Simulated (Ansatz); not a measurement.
Reactions of `O=C(O)O`.

Isolated molecules relaxed with PBE0-D4/def2-TZVP in Ansatz; ΔE leaves out vibrations. CBS: MP2 limit from def2 TZ/QZ plus the TZ coupled-cluster correction, frozen cores. This one scheme is used for every species, atoms too. DFT in def2-TZVPP. B3LYP here is the variant with VWN-RPA as its local correlation; programs differ in this. Open shells (•) are unrestricted, without spin–orbit coupling. Spin–orbit coupling would lower the free atoms: a little for C, O. One conformer a species, not always the lowest.

```
                             reaction  CCSD(T)/CBS(def2) (eV)
         `O=C(O)O` → C• + 2 H• + 3 O•                       ?
`O=C(O)O` + `CBO` → `CBOC(=O)O` + H₂O                    0.27
      `O=C(O)O` → `O=[C]O`• + `[OH]`•                    5.13
    `O=C(O)O` + BH₃ → `BC(=O)O` + H₂O                   -0.14
            `O=C(O)O` → H₂O + `O=C=O`                   -0.12
```

**Question.** Fill in the missing values. (An estimate is asked.)

**Answer.** Computed: `O=C(O)O` → C• + 2 H• + 3 O•: +26.85 eV.

Largest T1 diagnostic: 0.022, for `O=[C]O`•.
